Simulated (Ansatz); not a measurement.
Mulliken charges of `[OH][InH][Br]` from PBE/def2-TZVPP in Ansatz (PBE0-D4/def2-TZVP geometry).

```
atom   x (Å)   y (Å)   z (Å)  charge (e)
  O1  -1.309  -0.529  -0.428      -0.446
 In2   0.448   0.177   0.125       0.704
 Br3   1.761  -1.621   1.159      -0.348
  H4  -1.870   0.132  -0.840       0.171
  H5   1.020   1.768  -0.058      -0.081
```

Problem. By hand: the dipole of these point charges (1 e Å = 4.8032 D).

Solution. Σ q r = (-0.116, 0.804, -0.263) e Å, of length 0.854 e Å = 4.10 D.

Problem. How does the dipole of the full density compare? (An estimate is asked.)

Solution. The calculation gave: (-0.121, 0.615, -0.215) e Å, 3.18 D; the point charges give 1.29 times that, at 3° from its direction.

Point charges leave out the atoms' own dipoles, such as those of lone pairs, and Mulliken's split depends on the basis, so the two needn't agree.
